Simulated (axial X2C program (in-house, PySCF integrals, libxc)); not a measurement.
## Correcting the dissociation energy of InS for spin–orbit coupling

A spin-free PBE0 curve (one-electron X2C) was computed with an in-house all-electron X2C program for linear molecules (integrals from PySCF), basis In dyall-cv3z [11s12p9d4f1g], S dyall-av3z [9s8p3d2f] (cores contracted in-house), for the state M_S = 1/2, Λ = 0 (beyond evenly filled blocks: σα). It gives D0 = 3.216 eV to In + S, which in a spin-free picture are the weighted means of the ground terms.

Measured levels of the ground terms (NIST Handbook of Basic Atomic Spectroscopic Data), in cm⁻¹: In 2P: J = 1/2 at 0, J = 3/2 at 2212.6; S 3P: J = 2 at 0, J = 1 at 396.1, J = 0 at 573.6.

The molecular state has Λ = 0, so it has no first-order lowering.

(1) How far does each ground level lie under the (2J+1)-weighted mean of its term?

(2) Correct D0.

Second-order spin–orbit effects in the molecule, which grow quickly with Z, are left out. One determinant describes the state; a PBE0 search over occupations chose it and may have missed a lower one. De is counted from the lowest determinant-based energies of the atoms at the same level, without counterpoise correction. Other states lie close and PBE0, whose exact exchange favours high spin, may order them wrongly; the determinant shown need not be the ground state. The nearest other spin-free determinant of the search, M_S = 1/2, Λ = 1, lies 0.38 eV up at the distance of the search.

Results:

(1) In: (2 × 0 + 4 × 2212.6)/6 = 1475 cm⁻¹; S: (5 × 0 + 3 × 396.1 + 1 × 573.6)/9 = 196 cm⁻¹.

(2) D0 = 3.216 + (0 − 1671)/8065.5 = 3.009 eV at PBE0 with these spin–orbit terms.
